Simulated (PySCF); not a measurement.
[Ti(F)3(Br)], neutral singlet in the gas phase. 

Z-matrix (Å, degrees):
```
Ti
F 1 1.7392
F 1 1.7392 2 108.96
F 1 1.7392 2 108.96 3 -118.77
Br 1 2.3496 2 109.98 3 120.61
```
Charge 0, spin multiplicity 1.

All levels are single points at this geometry (PBE-D3(BJ)/def2-SVP); Pople sets use spherical d functions. Orbital energies aren't observables, and empty levels follow the basis.

SVWN5/6-31G* (LANL2DZ on Ti) in PySCF gives dipole (D) = 0.16.

Problem. Estimate the dipole (D) from each of these levels: B3LYP-D3(BJ)/def2-TZVP in PySCF; TPSSh-D3(BJ)/def2-TZVP in PySCF; HF/3-21G in PySCF; HF/6-31G* (LANL2DZ on Ti) in PySCF; HF/STO-3G in PySCF.

Solution. 
| level | dipole (D) |
|---|---|
| B3LYP-D3(BJ)/def2-TZVP in PySCF | 0.43 |
| TPSSh-D3(BJ)/def2-TZVP in PySCF | 0.27 |
| HF/3-21G in PySCF | 0.73 |
| HF/6-31G* (LANL2DZ on Ti) in PySCF | 0.05 |
| HF/STO-3G in PySCF | 1.40 |
